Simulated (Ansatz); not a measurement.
Task: Name a neutral molecule of Cl, O, S, Ta and H with HOMO energy (PBE0/def2-TZVPP) between -8.10 and -7.80 eV and HOMO–LUMO gap (PBE0/def2-TZVPP) between 5.45 and 5.75 eV (Ansatz, PBE0-D4/def2-TZVP geometry).

Result: `[OH][Ta](=[S])([Cl])[Cl]` (-8.02 eV, 5.65 eV). Other molecules can fit too; these were computed, each in one conformer that needn't be the lowest.
